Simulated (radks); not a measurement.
Question: Bi2+, 81 electrons, occupied as [Xe] 4f14 5d(3/2: 3, 5/2: 6) 6s2 6p(1/2: 2, 3/2: 0) (not the ground configuration). Method: Dirac Kohn-Sham, relativistic LDA (MacDonald-Vosko exchange, VWN5 correlation), spin-unpolarised, spherical densities, finite nucleus; Fermi nuclear charge, rms radius 5.5211 fm; computed with a radial shooting solver on a logarithmic mesh with Libxc functionals. Some entries of the table are withheld. Estimate them.

orbital  occ.  eigenvalue (hartree)  <r> (bohr)
1s1/2       2             -3300.396     0.01587
2s1/2       2             -593.9111     0.06607
2p1/2       2             -571.3250     0.05411
2p3/2       4             -487.2969     0.06310
3s1/2       2             -144.0900      0.1717
3p1/2       2             -133.7548         (1)
3p3/2       4             -114.9193         (2)
3d3/2       4             -97.79798      0.1547
3d5/2       6             -93.77908      0.1597
4s1/2       2             -33.70269      0.3782
4p1/2       2             -29.18467      0.3788
4p3/2       4             -24.53024      0.4135
4d3/2       4                   (3)      0.4166
4d5/2       6                   (4)      0.4277
5s1/2       2              -6.59729      0.8309
4f5/2       6              -6.59351      0.4377
4f7/2       8              -6.39163      0.4439
5p1/2       2              -5.01383      0.8824
5p3/2       4              -4.09806      0.9700
5d3/2       3              -1.85940       1.182
5d5/2       6              -1.74298       1.221
6s1/2       2              -1.20206       2.024
6p1/2       2                   (5)       2.354
6p3/2       0                   (6)       2.600

Answer: 
(1) 3p1/2 <r> (bohr): 0.1620
(2) 3p3/2 <r> (bohr): 0.1784
(3) 4d3/2 eigenvalue (hartree): -17.12494
(4) 4d5/2 eigenvalue (hartree): -16.25103
(5) 6p1/2 eigenvalue (hartree): -0.83911
(6) 6p3/2 eigenvalue (hartree): -0.72870
